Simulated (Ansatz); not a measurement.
Ansatz results at the PBE0-D4/def2-TZVP geometry: HOMO–LUMO gap (PBE/def2-TZVPP) 3.28 eV; HOMO energy (PBE/def2-TZVPP) -6.15 eV; LUMO energy (B3LYP/def2-TZVPP) -2.13 eV.

Each molecule was computed in one conformer, which needn't be the lowest.

Which molecule gave them?
A. `FB[SiH2]S`
B. `O[CH2][Ga]([F])[Cl]`
C. `CC1(F)[SiH2]C1=O`
D. `C[SiH](Cl)[NH][AlH2]`

A. The others give `C[SiH](Cl)[NH][AlH2]`: 4.96, -6.78, -1.27; `O[CH2][Ga]([F])[Cl]`: 4.59, -6.54, -1.45; `CC1(F)[SiH2]C1=O`: 2.49, -5.45, -2.13.

B3LYP here is the variant with VWN-RPA as its local correlation; programs differ in this.
